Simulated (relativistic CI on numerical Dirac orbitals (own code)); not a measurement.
## Hyperfine structure of Tb20+, mass number 159

Calculated at this level of theory: Dirac-Coulomb-Breit CI, orbitals from a KLI potential per configuration, model QED (radiative potential, 1s self-energy scaled to tabulated hydrogen-like ionisation energies), unscaled Slater integrals (own radial code, finite nucleus).

Configuration list (outside the closed core [Ar] 3d10): 4s2.4p6.4d9, 4s2.4p5.4d10, 4s2.4p6.4d8.4f, 4s.4p6.4d10, 4s2.4p5.4d9.4f, 4s2.4p6.4d8.5s, 4s.4p6.4d9.4f, 4s2.4p6.4d8.5p, 4s2.4p6.4d7.4f.5s, 4s2.4p6.4d8.5d, 4s2.4p6.4d7.5s.5p, 4s2.4p5.4d9.5s, 4s2.4p6.4d7.5s2, 4s2.4p6.4d6.4f.5s2, 4s2.4p5.4d7.4f.5s2, 4s.4p6.4d7.4f.5s2. Double excitations out of closed p, d and f shells are left out; levels of such configurations are missing from the list, as are those of other unlisted configurations, and high levels can miss mixing partners.

Nuclear spin I = 3/2, μ = 2.009 μN, Q = 1.432 b (tables of Stone and Pyykkö). The electronic factors are computed for point nuclear moments, without core polarisation or the Bohr-Weisskopf and QED corrections.

| Level | E (cm⁻¹) | A (MHz) | B (MHz) |
| --- | --- | --- | --- |
| 4s2.4p6.4d9 2D_5/2 | 0 | 6716 | -15000 |
| 4s2.4p6.4d9 2D_3/2 | 60815 | 16810 | -11900 |
| 4s2.4p5.4d10 2P°_3/2 | 1077190 | 30860 | -60600 |
| 4s2.4p6.4d8.4f 4F°_7/2 | 1176708 | 4740 | -10500 |
| 4s2.4p6.4d8.4f 4F°_9/2 | 1187280 | 3626 | -10100 |
| 4s2.4p6.4d8.4f 2P°_1/2 | 1197650 | 27430 |  |
| 4s2.4p6.4d8.4f 4I°_15/2 | 1202177 | 4254 | -5890 |
| 4s2.4p6.4d8.4f 4D°_7/2 | 1204965 | 3466 | 2190 |

Levels with J = 0, under 50 % of one LS term, or S terms without an open s electron are left out. Small factors come from cancelling terms and can be off by tens of per cent or more.

At this charge energies of transitions that change n are usually good to better than 1 %, and those within a shell (Δn = 0) to a few per cent.

(1) Give the hyperfine levels of 4s2.4p6.4d9 2D_5/2 relative to its centre of gravity.

## Answers

(1) With K = F(F + 1) − I(I + 1) − J(J + 1), E = AK/2 + B[¾K(K + 1) − I(I + 1)J(J + 1)]/[2I(2I − 1)J(2J − 1)]: F = 1: -45760, F = 2: -20330, F = 3: 6569, F = 4: 21440 MHz.

LS names give the leading component of a level, which can be under half, so a name can repeat, a term be missing and a line seem to break the LS rules.
